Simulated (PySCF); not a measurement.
H3F3GeSi, singlet, at a GFN2-xTB geometry. Base run: CASSCF(2,3)/STO-3G (PySCF).

Input for PySCF:
```python
from pyscf import gto, scf, mcscf
import numpy

mol = gto.M(
    atom='''
F     1.614804   -0.351266    1.267419
Si    0.836629   -0.027148   -0.075280
F     1.502977    1.320589   -0.578305
F     1.377571   -1.115194   -1.093605
Ge   -1.442776    0.046817    0.129821
H    -1.900362    1.260465    0.864159
H    -1.977291   -1.130420    0.871430
H    -2.124492    0.064721   -1.195517
''',
    basis='sto-3g',
    charge=0,
    spin=0,
    verbose=4,
)

mf = scf.RHF(mol)
mf.kernel()
mc = mcscf.CASSCF(mf, 3, 2)
mc.fix_spin_(ss=0.0)
mc.kernel()
occ = numpy.linalg.eigvalsh(mc.fcisolver.make_rdm1(mc.ci, mc.ncas, mc.nelecas))[::-1]
ss = mc.fcisolver.spin_square(mc.ci, mc.ncas, mc.nelecas)[0]
print('natural occupations', occ.round(4), ' <S^2>', round(ss, 4))
```

Each row names what was changed in the base input (with any setting that the change needs).

| change | ΔE vs base (mEh) | natural occupations | <S^2> of the state | outcome |
|---|---|---|---|---|
| base | 0.000 | 1.99 0.01 0.00 | 0.00 | converged |
| correction = SC-NEVPT2 | -106.6 | 1.99 0.01 0.00 | 0.00 | converged |
| solver = newton | 0.000 | 1.99 0.01 0.00 | 0.00 | converged |
| active space = 2 electrons, 4 orbitals | -0.966 | 1.98 0.01 0.00 0.00 | 0.00 | converged |
| conv_tol = 1e-5 | 0.002 | 1.99 0.01 0.00 | 0.00 | converged |
| orbitals = fixed (CASCI) | 4.125 | 1.99 0.01 0.00 | 0.00 | converged |
| fix_spin_ = off | 0.000 | 1.99 0.01 0.00 | 0.00 | converged |
| active space = 10 electrons, 9 orbitals | - | - | - | not converged |
| start = MP2 natural orbitals | -6.896 | 1.98 0.02 0.00 | 0.00 | converged |
| active space = 8 electrons, 7 orbitals | - | - | - | not converged |
| active space = 4 electrons, 5 orbitals | -21.691 | 1.98 1.98 0.02 0.02 0.00 | 0.00 | converged |

Active orbitals are taken around the Fermi level unless the row says otherwise; CASSCF can end in different local minima, and two programs can end on different orbitals. State-averaged rows give the lowest state.
